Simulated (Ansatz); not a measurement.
One change: `[SiH3][SiH2][GeH2][GeH2][SiH2][GeH3]` becomes `[GeH3][SiH2][GeH2][GeH3]`.

Ansatz, PBE0-D4/def2-TZVP geometries, multiplicity 1. Each molecule was computed in one conformer, which needn't be the lowest.

Scalar relativity is left out up to krypton.

```
                                          property  `[SiH3][SiH2][GeH2][GeH2][SiH2][GeH3]`
             LUMO energy (ωB97M-V/def2-TZVPP) / eV                                    1.15
                LUMO energy (PBE0/def2-TZVPP) / eV                                   -0.52
               HOMO–LUMO gap (PBE/def2-TZVPP) / eV                                    5.41
                 LUMO energy (PBE/def2-TZVPP) / eV                                   -1.30
               LUMO energy (B3LYP/def2-TZVPP) / eV                                   -0.68
size of the dipole moment (ωB97M-V/def2-TZVPP) / D                                    0.18
```

What does the change do to each property? (Estimate.)

Ansatz gave: 
```csv
property,`[GeH3][SiH2][GeH2][GeH3]`,shift
LUMO energy (ωB97M-V/def2-TZVPP) / eV,1.47,0.32
LUMO energy (PBE0/def2-TZVPP) / eV,-0.19,0.33
HOMO–LUMO gap (PBE/def2-TZVPP) / eV,5.80,0.39
LUMO energy (PBE/def2-TZVPP) / eV,-0.99,0.31
LUMO energy (B3LYP/def2-TZVPP) / eV,-0.40,0.28
size of the dipole moment (ωB97M-V/def2-TZVPP) / D,0.20,0.02
```

With PBE0 the HOMO falls by 0.09 eV and the LUMO rises by 0.33 eV, so the gap widens by about 0.42 eV. PBE moves the HOMO by -0.07 eV and ωB97M-V by -0.12 eV. Dipoles are sizes alone; their direction can turn.

B3LYP here is the variant with VWN-RPA as its local correlation; programs differ in this.
